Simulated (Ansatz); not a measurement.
Reaction (formal exchange of groups at the Sn–C bond): `[CH3][Sn][OH]` + `F/C=C/Cl` → `[OH][Sn][Cl]` + `C/C=C\F`

Program: Ansatz. Geometries: PBE0-D4/def2-TZVP. ΔE: electronic, gas phase. CCSD(T)/CBS adds triple-zeta CCSD(T) − MP2 to the extrapolated MP2 energy (def2 sets, frozen cores). Double bonds are as drawn, so ΔE can hold a change between cis and trans. Functionals use def2-TZVPP. Elements past krypton have def2 core potentials. For Sn outer-core shells are correlated without core-valence functions, which leaves a few kJ/mol of doubt a bond. One conformer a species, not always the lowest.

CCSD(T)/CBS gives -49.4 kcal/mol.

Task: Another level gave -48.6 kcal/mol. Which?
A. MP2/def2-TZVPP
B. B2PLYP/def2-TZVPP
C. HF/def2-TZVPP
D. CCSD(T)/def2-TZVPP

Result: A. MP2/def2-TZVPP -48.6, B2PLYP -49.8, HF/def2-TZVPP -53.3, CCSD(T)/def2-TZVPP -47.5 kcal/mol.

Largest T1 diagnostic among the species: 0.017.

From PBE to PBE0 (25 % exact exchange), in def2-TZVPP and without D4, ΔE moves by −1.2 kcal/mol. In def2-TZVPP, CCSD(T) changes the Hartree–Fock value by +5.8 kcal/mol (the triples alone add +0.7 kcal/mol) and MP2 by +4.7 kcal/mol.
